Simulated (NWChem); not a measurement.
System meant: AlAsH4O; SMILES [OH][AlH][AsH2]

Input file for NWChem:

```
start job
memory heap 200 mb stack 900 mb global 1100 mb
geometry units angstroms noautoz
  Al    -0.522298    -1.238114     0.046352
  As    -0.082357     1.144746     0.059842
  H     -1.312936     1.394304    -0.809866
  H      0.840189     0.999429    -1.146505
  H     -1.961002    -1.882372     0.259185
  O      0.843901    -2.246923    -0.117623
  H      0.842719    -3.205469    -0.090291
end
basis spherical
  Al library def2-svp
  As library def2-svp
  H library def2-svp
  O library def2-svp
end
dft
  xc xpbe96 cpbe96
  iterations 4
  mulliken
end
task dft energy
```

End of the output:

```
    Atom       Charge   Shell Charges
 -----------   ------   -------------------------------------------------------
    1 Al  13    12.68   2.00  1.94  0.63  0.31  5.81  0.95  0.71  0.35
    2 As  33    33.02   2.00  2.00  1.95  1.02  0.55  5.99  5.80  1.66  1.93  7.79  2.05  0.27
    3 H    1     1.02   0.60  0.38  0.04
    4 H    1     1.02   0.60  0.38  0.04
    5 H    1     1.15   0.63  0.50  0.01
    6 O    8     8.20   1.97  0.87  0.60  2.70  2.05  0.01
    7 H    1     0.92   0.56  0.17  0.19

 center of mass
 --------------
 x =   0.02412504 y =   0.17844523 z =   0.03563383

 moments of inertia (a.u.)
 ------------------
         855.783280589852           0.000000000000          -0.000000000000
           0.000000000000          94.534773087519          -0.000000000000
          -0.000000000000          -0.000000000000         934.819911046400

     Multipole analysis of the density
     ---------------------------------

     L   x y z        total         alpha         beta         nuclear
     -   - - -        -----         -----         ----         -------
     0   0 0 0     -0.000000    -29.000000    -29.000000     58.000000

     1   1 0 0     -0.142702     -0.071351     -0.071351      0.000000
     1   0 1 0     -0.523880     -0.261940     -0.261940      0.000000
     1   0 0 1     -0.078798     -0.039399     -0.039399      0.000000

     2   2 0 0    -30.845895    -42.955376    -42.955376     55.064858
     2   1 1 0     -0.521769      0.116527      0.116527     -0.754822
     2   1 0 1     -0.078121      0.234993      0.234993     -0.548107
     2   0 2 0    -25.116842   -228.994461   -228.994461    432.872081
     2   0 1 1     -0.755500      2.159074      2.159074     -5.073648
     2   0 0 2    -27.233705    -17.363790    -17.363790      7.493875

 ------------------------------------------------------------------------
 dft energy failed                                                                                  0
 ------------------------------------------------------------------------
 ------------------------------------------------------------------------
  current input line :
    23: task dft energy
 ------------------------------------------------------------------------
 ------------------------------------------------------------------------
 This type of error is most commonly associated with calculations not reaching convergence criteria
 ------------------------------------------------------------------------
 For more information see the NWChem manual at https://nwchemgit.github.io

0:dft energy failed:Received an Error in Communication
```

Find the fault in this run and fix the input.

Convergence was not reached. Cause: the SCF was allowed too few iterations. This input runs:
```
start job
memory heap 200 mb stack 900 mb global 1100 mb
geometry units angstroms noautoz
  Al    -0.522298    -1.238114     0.046352
  As    -0.082357     1.144746     0.059842
  H     -1.312936     1.394304    -0.809866
  H      0.840189     0.999429    -1.146505
  H     -1.961002    -1.882372     0.259185
  O      0.843901    -2.246923    -0.117623
  H      0.842719    -3.205469    -0.090291
end
basis spherical
  * library def2-svp
end
dft
  xc xpbe96 cpbe96
  iterations 150
  mulliken
end
task dft energy
```
It converges to -2555.01412 Ha (PBE/def2-SVP).
